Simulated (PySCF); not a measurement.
PySCF job for CH3ClF2OSi, SMILES OC[Si](F)(F)Cl, TDA-PBE/def2-SVPD. The structure is a stationary point at B3LYP-D3(BJ)/def2-SVP. This is a generated structure with no PubChem entry under its InChIKey; it may be hypothetical. The values are those of a single conformer.

```python
import numpy as np
from pyscf import gto, scf, dft, tdscf

mol = gto.M(
    atom='''
    O    -2.36418457    0.16180900    0.17325128
    C    -1.45737142   -0.85829443   -0.20254602
    Si    0.31478780   -0.35687183    0.12529187
    F     0.67605834   -0.32168495    1.69328481
    F     1.35896190   -1.36966353   -0.56941499
    Cl    0.60830234    1.53132009   -0.63811623
    H    -2.14899077    0.95947352   -0.33088319
    H    -1.56316062   -1.16817010   -1.26301787
    H    -1.69349451   -1.75010819    0.40222822
    ''',
    basis='def2-SVPD',
    charge=0,
    spin=0,
    max_memory=1600,
    verbose=4,
)
mf = dft.RKS(mol, xc='pbe').density_fit(auxbasis='def2-universal-jkfit')
mf.grids.level = 3
mf.conv_tol = 1e-9
mf.max_cycle = 100
mf.kernel()
mf.grids = dft.Grids(mol).set(level=1).build(with_non0tab=True)  # coarser grid for the response kernel
td = tdscf.TDA(mf)
td.singlet = True
td.nstates = 10
td.conv_tol = 1e-4
td.positive_eig_threshold = 1e-6
td.kernel(x0=td.get_init_guess(mf, 15))
td.analyze()
tt = tdscf.TDA(mf)
tt.singlet = False
tt.nstates = 4
tt.conv_tol = 1e-4
tt.positive_eig_threshold = 1e-6
tt.kernel(x0=tt.get_init_guess(mf, 9))
tt.analyze(verbose=3)
```

Log of the run:

```
PySCF version 2.14.0

[INPUT] verbose = 4
[INPUT] num. atoms = 9
[INPUT] num. electrons = 66
[INPUT] charge = 0
[INPUT] spin (= nelec alpha-beta = 2S) = 0
[INPUT] symmetry False subgroup None
[INPUT] Mole.unit = angstrom
[INPUT] Symbol           X                Y                Z      unit          X                Y                Z       unit  Magmom
[INPUT]  1 O     -2.364184570000   0.161809000000   0.173251280000 AA   -4.467661345223   0.305774694490   0.327397469930 Bohr   0.0
[INPUT]  2 C     -1.457371420000  -0.858294430000  -0.202546020000 AA   -2.754032845568  -1.621941406940  -0.382756505421 Bohr   0.0
[INPUT]  3 Si     0.314787800000  -0.356871830000   0.125291870000 AA    0.594862729354  -0.674390020272   0.236767319935 Bohr   0.0
[INPUT]  4 F      0.676058340000  -0.321684950000   1.693284810000 AA    1.277565106828  -0.607896453894   3.199844541786 Bohr   0.0
[INPUT]  5 F      1.358961900000  -1.369663530000  -0.569414990000 AA    2.568065804719  -2.588288954505  -1.076038382322 Bohr   0.0
[INPUT]  6 Cl     0.608302340000   1.531320090000  -0.638116230000 AA    1.149524823532   2.893775579144  -1.205864910340 Bohr   0.0
[INPUT]  7 H     -2.148990770000   0.959473520000  -0.330883190000 AA   -4.061003999518   1.813142176572  -0.625278608322 Bohr   0.0
[INPUT]  8 H     -1.563160620000  -1.168170100000  -1.263017870000 AA   -2.953945460505  -2.207521555906  -2.386757864732 Bohr   0.0
[INPUT]  9 H     -1.693494510000  -1.750108190000   0.402228220000 AA   -3.200240817355  -3.307225167458   0.760101175371 Bohr   0.0

nuclear repulsion = 397.945400223451
number of shells = 68
number of NR pGTOs = 246
number of NR cGTOs = 164
basis = def2-SVPD
ecp = {}


[settings echo left out]
init E= -1064.02764635136
  HOMO = -0.327674545205921  LUMO = -0.0537902090528579  gap/eV = 7.45277
cycle= 1 E= -1063.42529525152  delta_E= 0.602  |g|= 0.928  |ddm|= 4.02
  HOMO = -0.12328515918354  LUMO = -0.0318259819435345  gap/eV = 2.48873
cycle= 2 E= -1062.82051590121  delta_E= 0.605  |g|= 2.04  |ddm|= 2.48
  HOMO = -0.259359858777452  LUMO = -0.0351013983212751  gap/eV = 6.10238
cycle= 3 E= -1063.58169122811  delta_E= -0.761  |g|= 0.161  |ddm|=  1.7
  HOMO = -0.251836312474545  LUMO = -0.0384908456114652  gap/eV = 5.80543
cycle= 4 E= -1063.58648943687  delta_E= -0.0048  |g|= 0.0834  |ddm|= 0.257
  HOMO = -0.254409496367585  LUMO = -0.0382503850569917  gap/eV = 5.88199
cycle= 5 E= -1063.58779057236  delta_E= -0.0013  |g|= 0.0265  |ddm|= 0.0845
  HOMO = -0.25270116516902  LUMO = -0.0374776089976994  gap/eV = 5.85653
cycle= 6 E= -1063.58790743188  delta_E= -0.000117  |g|= 0.0082  |ddm|= 0.0298
  HOMO = -0.253220375320635  LUMO = -0.0375494571130193  gap/eV = 5.86870
cycle= 7 E= -1063.5879217039  delta_E= -1.43e-05  |g|= 0.00175  |ddm|= 0.0103
  HOMO = -0.253283761655783  LUMO = -0.0376065036656117  gap/eV = 5.86888
cycle= 8 E= -1063.58792234663  delta_E= -6.43e-07  |g|= 0.000447  |ddm|= 0.00261
  HOMO = -0.253293965082763  LUMO = -0.0375989462666357  gap/eV = 5.86936
cycle= 9 E= -1063.58792238225  delta_E= -3.56e-08  |g|= 0.000224  |ddm|= 0.000668
  HOMO = -0.253305686245304  LUMO = -0.0375970760583728  gap/eV = 5.86973
cycle= 10 E= -1063.58792239187  delta_E= -9.63e-09  |g|= 3.98e-05  |ddm|= 0.000251
  HOMO = -0.253303232849342  LUMO = -0.0375986254666238  gap/eV = 5.86962
cycle= 11 E= -1063.5879223921  delta_E= -2.29e-10  |g|= 2.42e-05  |ddm|= 7.6e-05
  HOMO = -0.253306063340524  LUMO = -0.0375991042759187  gap/eV = 5.86969
Extra cycle  E= -1063.5879223918  delta_E= 3.01e-10  |g|= 4.32e-05  |ddm|= 8.05e-05
converged SCF energy = -1063.5879223918
tot grids = 41104
Overwritten attributes  positive_eig_threshold  of <class 'pyscf.tdscf.rks.TDA'>


******** <class 'pyscf.tdscf.rks.TDA'> for <class 'pyscf.df.df_jk.DFRKS'> ********
nstates = 10 singlet
deg_eia_thresh = 1.000e-03
wfnsym = None
conv_tol = 0.0001
eigh lindep = 1e-12
eigh level_shift = 0
eigh max_cycle = 100


Excitation energies (eV)
[5.96746108 6.41234791 7.04044413 7.12548068 7.44111464 7.63702272
 7.85518707 7.88420129 7.95565713 8.03962218]

** Singlet excitation energies and oscillator strengths **
Excited State   1:      5.96746 eV    207.77 nm  f=0.0119
      33 -> 34       -0.69934
Excited State   2:      6.41235 eV    193.35 nm  f=0.0320
      33 -> 35        0.69592
Excited State   3:      7.04044 eV    176.10 nm  f=0.0040
      33 -> 36       -0.64870
      33 -> 37        0.26469
Excited State   4:      7.12548 eV    174.00 nm  f=0.0131
      33 -> 36       -0.26160
      33 -> 37       -0.64427
Excited State   5:      7.44111 eV    166.62 nm  f=0.0097
      33 -> 38        0.69496
Excited State   6:      7.63702 eV    162.35 nm  f=0.0261
      32 -> 34        0.67713
Excited State   7:      7.85519 eV    157.84 nm  f=0.0358
      30 -> 34       -0.27327
      31 -> 34        0.63108
Excited State   8:      7.88420 eV    157.26 nm  f=0.0359
      30 -> 34       -0.52857
      31 -> 34       -0.25302
      32 -> 34       -0.11871
      32 -> 35        0.35434
Excited State   9:      7.95566 eV    155.84 nm  f=0.0371
      30 -> 34        0.35405
      30 -> 35        0.15315
      32 -> 35        0.56580
      33 -> 40       -0.10874
Excited State  10:      8.03962 eV    154.22 nm  f=0.0195
      33 -> 39       -0.68978

** Transition electric dipole moments (AU) **
state          X           Y           Z        Dip. S.      Osc.
  1         0.1772      0.2232      0.0151      0.0814      0.0119
  2        -0.4265      0.0529     -0.1380      0.2038      0.0320
  3         0.0850     -0.0421      0.1194      0.0232      0.0040
  4        -0.1491     -0.1003      0.2073      0.0753      0.0131
  5        -0.0473     -0.2157     -0.0683      0.0534      0.0097
  6         0.2021      0.2526      0.1870      0.1396      0.0261
  7         0.3273      0.0615     -0.2741      0.1860      0.0358
  8        -0.3997      0.0483     -0.1545      0.1860      0.0359
  9         0.4303     -0.0128      0.0720      0.1905      0.0371
 10        -0.0063     -0.1795     -0.2581      0.0989      0.0195

** Transition velocity dipole moments (imaginary part, AU) **
state          X           Y           Z        Dip. S.      Osc.
  1         0.0191      0.0238     -0.0083      0.0010      0.0030
  2        -0.0815     -0.0264     -0.0520      0.0101      0.0285
  3         0.0267     -0.0102     -0.0079      0.0009      0.0023
  4        -0.0243     -0.0060      0.0153      0.0009      0.0022
  5        -0.0241     -0.0393     -0.0276      0.0029      0.0070
  6         0.0488      0.0511      0.0472      0.0072      0.0172
  7         0.0811      0.0042     -0.0680      0.0112      0.0259
  8        -0.0972      0.0228     -0.0441      0.0119      0.0274
  9         0.1101      0.0131      0.0159      0.0126      0.0286
 10        -0.0134     -0.0422     -0.0530      0.0048      0.0108

** Transition magnetic dipole moments (imaginary part, AU) **
state          X           Y           Z
  1         0.2174      0.3198     -0.4931
  2         0.1223      0.3612      0.0330
  3         0.2265      0.1309     -0.2324
  4         0.3221      0.0573     -0.0851
  5        -0.0883     -0.0440     -0.0749
  6        -0.5068     -0.1790     -0.3539
  7         0.2934     -0.1584      0.1895
  8         0.0536     -0.0740     -0.6802
  9        -0.1258      0.5012      0.3319
 10        -0.0925      0.0573     -0.2588


******** <class 'pyscf.tdscf.rks.TDA'> for <class 'pyscf.df.df_jk.DFRKS'> ********
nstates = 4 triplet
deg_eia_thresh = 1.000e-03
wfnsym = None
conv_tol = 0.0001
eigh lindep = 1e-12
eigh level_shift = 0
eigh max_cycle = 100


Excitation energies (eV)
[5.71047905 6.04347786 6.72867857 6.90602347]

** Triplet excitation energies and oscillator strengths **
Excited State   1:      5.71048 eV    217.12 nm  f=0.0000
Excited State   2:      6.04348 eV    205.15 nm  f=0.0000
Excited State   3:      6.72868 eV    184.26 nm  f=0.0000
Excited State   4:      6.90602 eV    179.53 nm  f=0.0000
```

Self-consistency was reached.
